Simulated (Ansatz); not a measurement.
Consider the redistribution: `[CH3][Zn][CH2]Cl` + `O[SiH2][SiH2]P` → `[CH3][Zn][PH2]` + `O[SiH2][SiH2]CCl`.

Program: Ansatz. Geometries: PBE0-D4/def2-TZVP. ΔE: electronic, gas phase. CCSD(T)/CBS is the MP2 limit (def2-TZVPP, def2-QZVPP) plus CCSD(T) − MP2 in def2-TZVPP, frozen cores. DFT in def2-TZVPP. B3LYP here is the variant with VWN-RPA as its local correlation; programs differ in this. For Zn outer-core shells are correlated without core-valence functions, which leaves a few kJ/mol of doubt a bond. Scalar relativity is left out up to krypton. Each species was taken in one conformer, which may not be the lowest.

```tsv
level	ΔE (kcal/mol)
B3LYP-D4	-8.3
PBE0	-8.1
B3LYP	-8.3
MP2/def2-TZVPP	-7.9
SCS-MP2/def2-TZVPP	-8.0
CCSD/def2-TZVPP	-8.2
CCSD(T)/def2-TZVPP	-8.0
SCS-MP2/def2-QZVPP	-8.3
```

(1) What does CCSD(T)/CBS give? (Estimate.)

Largest T1 diagnostic among the species: 0.014.

Answers

(1) Computed: -8.5 kcal/mol. The listed levels differ from it by 0.2, 0.4, 0.2, 0.6, 0.5, 0.3, 0.5, 0.2 kcal/mol.

In def2-TZVPP, CCSD(T) changes the Hartree–Fock value by +2.1 kcal/mol (the triples alone add +0.3 kcal/mol) and MP2 by +2.2 kcal/mol.
